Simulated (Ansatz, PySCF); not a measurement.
Noncovalent pair: HF (SMILES F) (first 2 atoms) with HBr (SMILES Br); geometry from B3LYP-D3(BJ)/def2-TZVP.
(charge 0, multiplicity 1):
| atom | x (Å) | y (Å) | z (Å) |
|---|---|---|---|
| F | -0.3622 | 0.1354 | 0.3694 |
| H | -0.2203 | -0.7743 | 0.2652 |
| Br | -0.0421 | 0.9218 | 3.7399 |
| H | -0.2140 | 0.8103 | 2.3247 |

Interaction energies are E(AB) − E(A) − E(B) at the monomers' geometry in the complex; basis-set methods are counterpoise corrected.

Cores are frozen in the correlated methods. Filled d and f shells under p-block atoms count as core. CBS(a, b) extrapolates the correlation energy as X⁻³ and adds the Hartree–Fock energy of set b.

The values were computed with Ansatz (Gaussian orbitals); PySCF for the dispersion terms. Each number belongs to the level named beside it.

PBE/def2-TZVPPD gives -2.27 kcal/mol for the interaction energy.

Q: Where do these levels fall relative to PBE: PBE-D3(BJ)/def2-TZVPPD, r2SCAN/def2-TZVPPD, B3LYP/def2-TZVPPD, wB97M-V/def2-TZVPPD, B2PLYP/def2-TZVPPD, MP2/CBS(aug-cc-pVTZ, aug-cc-pVQZ), CCSD(T)/CBS(aug-cc-pVTZ, aug-cc-pVQZ).

A: PBE-D3(BJ)/def2-TZVPPD -0.36; r2SCAN/def2-TZVPPD -0.21; B3LYP/def2-TZVPPD 0.52; wB97M-V/def2-TZVPPD 0.00; B2PLYP/def2-TZVPPD 0.32; MP2/CBS(aug-cc-pVTZ, aug-cc-pVQZ) -0.15; CCSD(T)/CBS(aug-cc-pVTZ, aug-cc-pVQZ) -0.07 kcal/mol. 3 of 7 lie above PBE; the widest gap is to B3LYP/def2-TZVPPD.

Ansatz is a program for electronic structure.
